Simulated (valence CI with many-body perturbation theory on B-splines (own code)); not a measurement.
# A CI+MBPT run for Gd15+

Computed by configuration interaction combined with many-body perturbation theory (CI+MBPT): three valence electrons over a frozen Dirac-Fock core [Kr] 4d10, radial functions for each j: 8 s, 8 p, 9 d, 9 f, 6 g, 3 h, 2 i, with the one-electron correlation potential Σ1 (screened to all orders), the two-electron term Σ2, the three-electron term Σ3, Breit, model QED; selected single and double excitations, second order for the rest (own B-spline code, finite nucleus).

Command, and the settings that its task file holds:

```sh
python run_cv.py task.json out
```

```
atom Gd  Z=64  mass_number=158  rms_radius_fm=5.1569
core [Kr] 4d10
valence 4f3
avg = 1
basis = L
breit = 1
cap = 40000
capref = 1200
cscale = 1
de = 0.0
dress = 0
eps = 2e-08
h = 0.27
hh = 1
l2 = 3
lcore = 6
maxit = 60
n2 = 5
natural = 1
nlev = 60
nno = [5, 5, 6, 7, 5, 3, 2]
nroot = 26
nsp = [3, 3, 3, 2, 1, 0, 0]
pt2 = 1
qed = 1
rpa = 1
s1 = 1
s2 = 1
s3 = 1
screen = 1
tol = 2e-05
```

Problem. Roughly how long does this run take on one core of Arm Neoverse V1, and how much memory?

Solution. 2.7 min on 1 thread of Arm Neoverse V1, with other jobs on the host, peak memory 0.66 GiB.

Log. The first blocks belong to the next ion, which gives the ionisation energy. Fields: 2J, parity (1 odd), roots, reference size, generating configurations, candidates as configurations/state functions, variational space P, stored matrix elements, Davidson steps; e2 is the range of second-order energies in hartree. The first line gives the box (bohr), its intervals, the orbitals and the steps of their self-consistent field. Window is the range of levels sought, series limit the energy at which the first omitted orbital would enter, core excitation an estimate of the first excitation out of the core, left out the lowest levels not solved, and shifts from estimates the range by which levels moved from their first estimate, all in cm⁻¹.

```
rmax 9.3 intervals 61 orbitals 82 references ['4f3', '4f2 5s', '4f 5s2', '4f2 5p', '4f 5s 5p'] scf 5 t 1.5
2J=8 par=0 roots 2 ref 27 generators 4 cand 1189/1189 P 757/757 nnz 0 it 0
2J=8 par=0 roots 2 ref 27 generators 7 cand 459/459 P 964/964 nnz 0 it 0
   second order: generators 13 cand 252/252 e2 -0.00000 -0.00000
2J=10 par=0 roots 2 ref 14 generators 4 cand 938/938 P 612/612 nnz 0 it 0
2J=10 par=0 roots 2 ref 14 generators 12 cand 340/340 P 772/772 nnz 0 it 0
   second order: generators 19 cand 180/180 e2 -0.00000 -0.00000
2J=4 par=0 roots 2 ref 41 generators 4 cand 1149/1149 P 851/851 nnz 0 it 0
2J=4 par=0 roots 2 ref 41 generators 8 cand 339/339 P 1036/1036 nnz 0 it 0
   second order: generators 12 cand 154/154 e2 -0.00000 -0.00000
reference levels 719, estimated 66, window 113930 1/cm; series limit 1614152, core excitation 1151705
2J=9 par=1 roots 7 ref 63 generators 4 cand 2755/9666 P 2012/7831 nnz 1.6e+07 it 5
2J=9 par=1 roots 7 ref 63 generators 4 cand 1307/4397 P 2516/9564 nnz 2.4e+07 it 4
   second order: generators 9 cand 6407/19725 e2 -0.00002 -0.00000
2J=11 par=1 roots 5 ref 46 generators 3 cand 2496/8165 P 1743/6620 nnz 1.2e+07 it 5
2J=11 par=1 roots 5 ref 46 generators 3 cand 1357/4089 P 2245/8234 nnz 1.8e+07 it 5
   second order: generators 4 cand 3799/12596 e2 -0.00001 -0.00001
2J=13 par=1 roots 3 ref 27 generators 2 cand 2022/6010 P 1522/5124 nnz 7.2e+06 it 4
2J=13 par=1 roots 3 ref 27 generators 2 cand 1216/3409 P 1956/6417 nnz 1.1e+07 it 4
   second order: generators 3 cand 3372/10199 e2 -0.00001 -0.00000
2J=15 par=1 roots 3 ref 16 generators 3 cand 1417/3720 P 1362/4147 nnz 4.9e+06 it 5
2J=15 par=1 roots 3 ref 16 generators 3 cand 879/2089 P 1634/4905 nnz 6.9e+06 it 5
   second order: generators 3 cand 607/1331 e2 -0.00000 -0.00000
2J=3 par=1 roots 6 ref 67 generators 4 cand 2384/6205 P 1980/5533 nnz 8.1e+06 it 5
2J=3 par=1 roots 6 ref 67 generators 4 cand 1256/3238 P 2475/6861 nnz 1.2e+07 it 10
   second order: generators 6 cand 3833/10157 e2 -0.00001 -0.00001
2J=5 par=1 roots 7 ref 78 generators 5 cand 3992/11163 P 2163/7505 nnz 1.4e+07 it 5
2J=5 par=1 roots 7 ref 78 generators 6 cand 4116/11831 P 2901/9659 nnz 2.2e+07 it 6
   second order: generators 14 cand 7608/22027 e2 -0.00004 -0.00001
2J=7 par=1 roots 7 ref 76 generators 4 cand 4141/12342 P 2082/7999 nnz 1.6e+07 it 9
...
2J=5 par=0 roots 4 ref 60 generators 11 cand 8312/26435 P 3392/10282 nnz 2e+07 it 6
   second order: generators 29 cand 18206/57212 e2 -0.00004 -0.00002
2J=13 par=0 roots 2 ref 18 generators 2 cand 2312/7112 P 1644/4150 nnz 4.2e+06 it 5
2J=13 par=0 roots 2 ref 18 generators 5 cand 5142/15586 P 2316/6284 nnz 9e+06 it 5
   second order: generators 13 cand 12127/38560 e2 -0.00004 -0.00002
2J=1 par=0 roots 3 ref 29 generators 3 cand 2024/3356 P 2151/3484 nnz 2.5e+06 it 5
2J=1 par=0 roots 3 ref 29 generators 11 cand 5607/8855 P 3322/5453 nnz 4.9e+06 it 6
   second order: generators 28 cand 13609/22278 e2 -0.00002 -0.00001
left out: unestimated 168354, estimated 162671, shifts from estimates -25 to 40
operators 5.5
```

The Davidson iterations converged.

No measured spectrum was set against this ion. As an estimate, terms of the open shell hold to a few per cent of their energy, and close levels can change places; configurations with another count of f electrons can be misplaced by thousands of cm⁻¹. Core correlation moves these levels by up to 36000 cm⁻¹, and in measured spectra 5 to 20 % of such shifts remained as error; rates that hang on mixing are uncertain with them.

| Quantity | Value |
| --- | --- |
| Valence energy | -38.62324 hartree |
| Ionisation energy | 316.24 eV (NIST: 319 ± 16 eV (theoretical)) |
| Reference configurations for the orbitals | 4f3, 4f2 5s, 4f 5s2, 4f2 5p, 4f 5s 5p |
| Radial orbitals | 82 |
| Box radius | 9.333 bohr |
| Largest variational space | 10659 |
| Lowest levels | 4f³ ⁴I°_9/2 0.0, 4f³ ⁴I°_11/2 4966, 4f³ ⁴I°_13/2 9977, 4f³ ⁴I°_15/2 14948, 4f³ ⁴F°_3/2 21729, 4f³ ²H°_9/2 [a] 23034, 4f³ ⁴F°_5/2 24682, 4f³ ⁴F°_7/2 26813, 4f³ ⁴S°_3/2 26867, 4f³ ⁴F°_9/2 29989, 4f³ ²H°_11/2 [a] 31395, 4f³ ⁴G°_5/2 32978, 4f³ ²G°_7/2 [a] 33198, 4f³ ²K°_13/2 36239 cm⁻¹ |

Names give the largest LS component (configuration and term), which can be under half, so a name can repeat, a term be missing and a line seem to break the LS rules; names also repeat where a configuration has a term twice. Letters in brackets count levels of one name in rising energy.
